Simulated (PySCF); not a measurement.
Species: C6H5BF2O3S.
Bonds: O1–S2 (double), S2–O3 (double), S2–O4, S2–C5, C5–C6 (aromatic), C6–C7 (aromatic), C7–C8 (aromatic), C8–B9, B9–F10, B9–F11, C8–C12 (aromatic), C12–C13 (aromatic), C5–C13 (aromatic). Hydrogens: H14 on O4; H15 on C6; H16 on C7; H17 on C12; H18 on C13.

A GFN2-xTB structure was refined with PBE0-D3(BJ)/def2-SVP geometry optimisation, gas phase (PySCF 2.14.0). Its GFN2-xTB values:

```json
{"coordinate": "O1=S2", "GFN2-xTB": "1.431 Å"}
{"coordinate": "S2=O3", "GFN2-xTB": "1.424 Å"}
{"coordinate": "S2–O4", "GFN2-xTB": "1.619 Å"}
{"coordinate": "S2–C5", "GFN2-xTB": "1.778 Å"}
{"coordinate": "O4–H14", "GFN2-xTB": "0.958 Å"}
{"coordinate": "C5–C6", "GFN2-xTB": "1.379 Å"}
{"coordinate": "C6–C7", "GFN2-xTB": "1.384 Å"}
{"coordinate": "C6–H15", "GFN2-xTB": "1.078 Å"}
{"coordinate": "C7–C8", "GFN2-xTB": "1.401 Å"}
{"coordinate": "C7–H16", "GFN2-xTB": "1.079 Å"}
{"coordinate": "C8–B9", "GFN2-xTB": "1.560 Å"}
{"coordinate": "B9–F10", "GFN2-xTB": "1.317 Å"}
{"coordinate": "O1–S2–O3", "GFN2-xTB": "119.7°"}
{"coordinate": "O1–S2–C5", "GFN2-xTB": "110.7°"}
{"coordinate": "O3–S2–O4", "GFN2-xTB": "108.6°"}
{"coordinate": "O3–S2–C5", "GFN2-xTB": "109.8°"}
{"coordinate": "O4–S2–C5", "GFN2-xTB": "99.4°"}
{"coordinate": "C5–C6–C7", "GFN2-xTB": "118.9°"}
{"coordinate": "C8–B9–F10", "GFN2-xTB": "122.9°"}
{"coordinate": "F10–B9–F11", "GFN2-xTB": "114.4°"}
{"coordinate": "O1–S2–C5–C6", "GFN2-xTB": "-166°"}
{"coordinate": "C7–C8–B9–F10", "GFN2-xTB": "0°"}
```

Question: How do these coordinates change at the PBE0-D3(BJ)/def2-SVP level?

Answer: 
| coordinate | PBE0-D3(BJ)/def2-SVP (Å or °) | change |
| --- | --- | --- |
| O1=S2 | 1.453 | +0.022 |
| S2=O3 | 1.443 | +0.019 |
| C5–C6 | 1.394 | +0.015 |
| C6–H15 | 1.092 | +0.014 |
| C7–H16 | 1.093 | +0.014 |
| O4–H14 | 0.970 | +0.012 |
| C8–B9 | 1.553 | -0.007 |
| C6–C7 | 1.390 | +0.006 |
| S2–C5 | 1.773 | -0.005 |
| S2–O4 | 1.623 | +0.004 |
| C7–C8 | 1.404 | +0.003 |
| B9–F10 | 1.318 | +0.001 |
| O1–S2–O3 | 122.9 | +3.2 |
| F10–B9–F11 | 117.2 | +2.8 |
| O3–S2–O4 | 106.4 | -2.2 |
| O4–S2–C5 | 101.4 | +2.0 |
| O1–S2–C5 | 108.9 | -1.8 |
| C8–B9–F10 | 121.3 | -1.6 |
| O3–S2–C5 | 108.4 | -1.4 |
| C5–C6–C7 | 118.4 | -0.5 |
| O1–S2–C5–C6 | -162 | +4 |
| C7–C8–B9–F10 | -3 | -3 |

The energy falls by 10.7 kJ/mol over 12 energy and gradient evaluations, the largest force component goes from 0.0293 to 2.3e-04 Eh/bohr, and the atoms move by 0.064 Å rms after alignment. The bond that changes most is O1=S2 (sulfonyl oxygen to sulfonyl sulfur), which lengthens by 0.022 Å. Bonds longer at the end by more than 0.005 Å: 11 of 18; shorter: 2. Among the dihedrals that turn most is O3–S2–O4–H14, from -127° to -141°. Rotational constants go from 2142, 311.2, 287.9 to 2090, 313.3, 288.6 MHz.

The run used 211 basis functions and 88 SCF cycles in all. Rough CPU time on one thread of a shared machine: about 13 min.

Whether it is a minimum is left open (no frequencies). One conformer, not necessarily the lowest.
